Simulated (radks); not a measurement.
Task: Excited configurations of Pb LIX: one electron is placed in a higher orbital outside [Ar] 3d5. The ground configuration is [Ar] 3d6. Method: scalar-relativistic Kohn-Sham, PBE, spin-unpolarised, spherical densities, point nucleus; computed with a radial shooting solver on a logarithmic mesh with Libxc functionals. Excitation = E - E(ground); binding = E(ion) - E, where the ion is the core of charge +59; n* = 59/sqrt(2 binding) in atomic units. These energies are relativistic, and a one-electron ion of charge +59 with no core already has n* below n in this formula (scalar-relativistic equation, point nucleus: 4p 3.955, 4f 3.991, 5f 4.987, 6s 5.914, 6p 5.950, 7s 6.913, 7d 6.973, 7f 6.983). The quantum defect is therefore taken as that value minus n*, so that it holds no relativistic shift of the bare ion.

| outer orbital | excitation (eV) | binding (eV) | n* | quantum defect | eigenvalue (eV) | <r> (bohr) |
|---|---|---|---|---|---|---|
| 4p | 2574.2 | 3492.6 | 3.682 | 0.273 | -3459.5 | 0.3301 |
| 4f | 2993.3 | 3073.5 | 3.926 | 0.065 | -3033.0 | 0.2871 |
| 5f | 4107.7 | 1959.1 | 4.917 | 0.071 | -1939.7 | 0.5116 |
| 6s | 4530.6 | 1536.2 | 5.552 | 0.362 | -1524.5 | 0.7848 |
| 6p | 4599.9 | 1467.0 | 5.682 | 0.268 | -1455.7 | 0.8054 |
| 7d | 5044.7 | 1022.1 | 6.807 | 0.166 | -1014.2 | 1.128 |
| 7f | 5072.8 | 994.02 | 6.903 | 0.081 | -985.81 | 1.110 |

Estimate the row for 7s.

Result: excitation (eV) 4962.5; binding (eV) 1104.3; n* 6.549; quantum defect 0.364; eigenvalue (eV) -1096.2; <r> (bohr) 1.091. The Delta-SCF ionisation energy is 6066.8 eV (NIST Atomic Spectra Database: 6015 eV, theoretical). Self-interaction in the functional shifts the binding energies and quantum defects, so they are the method's values and not measured ones. Spin polarisation and multiplet splitting are left out, so open shells lie too high by an amount that depends on their filling. Spin-orbit splitting is averaged out at the scalar-relativistic level.

Beside tabulated values, note that spin-unpolarised runs miss the spin-polarisation part of the exchange energy of open shells, and scalar-relativistic runs lack spin-orbit coupling.
